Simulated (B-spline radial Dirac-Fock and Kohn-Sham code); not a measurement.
Electron momentum distribution of Sb¹⁴⁺: Compton profiles

System: antimony as Sb¹⁴⁺, [Kr] 4d1.

The run's input, task.json:

```json
{"items": [{
  "Z": 51,
  "q": 14,
  "cfg": [[1, 0, 2], [2, 0, 2], [2, 1, 6], [3, 0, 2], [3, 1, 6], [3, 2, 10], [4, 0, 2], [4, 1, 6], [4, 2, 1]],
  "A": 121,
  "rrms": 4.6802,
  "do": ["scatter"],
  "s": [0.0, 0.06, 0.07, 0.09, 0.11, 0.13, 0.17, 0.21, 0.25, 0.31, 0.39, 0.48, 0.59, 0.73, 0.9, 1.11, 1.37, 1.69, 2.08, 2.57, 3.17, 3.92, 4.83],
  "pz": [0, 0.1, 0.14, 0.2, 0.28, 0.4, 0.56, 0.79, 1.1, 1.6, 2.2, 3.1, 4.4, 6.2, 8.7, 12.0, 17.0, 25.0, 35.0, 49.0, 69.0],
  "hv_scatter": [8047.8, 10000, 17479.3, 20000, 30000, 100000, 200000, 500000]
}]}
```

Command: `python xray_run.py task.json out`

Model: the impulse approximation on relativistic Hartree-Fock (Dirac-Fock) wave functions, averaged over the configuration. Program: a radial finite-basis atomic code. pz is in atomic units of momentum; subshell profiles are per electron, for a selection of subshells; open shells are spread over both j values by their weights.

```csv
pz,J total,J 1s1/2,J 2s1/2,J 3d3/2,J 4d5/2
0,3.348,0.0159,0.0572,0.0542,0.139
0.2,3.339,0.0159,0.0572,0.0542,0.139
0.28,3.331,0.0159,0.0571,0.0542,0.139
0.4,3.312,0.0159,0.0571,0.0542,0.139
0.56,3.277,0.0159,0.0570,0.0542,0.139
0.79,3.205,0.0159,0.0567,0.0542,0.139
1.1,3.069,0.0159,0.0563,0.0542,0.138
1.6,2.771,0.0159,0.0553,0.0541,0.134
2.2,2.350,0.0159,0.0536,0.0540,0.118
3.1,1.797,0.0158,0.0503,0.0534,0.0760
4.4,1.345,0.0156,0.0443,0.0505,0.0246
6.2,0.9801,0.0153,0.0347,0.0416,0.00530
8.7,0.5936,0.0147,0.0219,0.0257,0.00437
12,0.3209,0.0136,0.0100,0.0110,0.00250
17,0.1527,0.0118,0.00271,0.00264,0.000647
25,0.05860,0.00859,0.00138,0.000304,7.29e-05
35,0.02280,0.00532,0.00117,3.00e-05,6.79e-06
49,0.008049,0.00253,0.000561,2.22e-06,< 1e-6
69,0.002398,0.000886,0.000169,< 1e-6,< 1e-6
```

J(0) = 3.348. The 4p3/2 subshell gives the largest part, 21 %.

Mean momentum ⟨p⟩ by subshell (a.u.): 1s1/2 46.9, 2s1/2 16.6, 2p1/2 22.2, 2p3/2 21.1, 3s1/2 8.09, 3p1/2 9.67, 3p3/2 9.34, 3d3/2 11.1, 3d5/2 11.0, 4s1/2 4.16, 4p1/2 4.64, 4p3/2 4.53, 4d3/2 4.95, 4d5/2 4.92.

Values without a named source are computed, but for edge energies of neutral atoms, which are taken from tables.
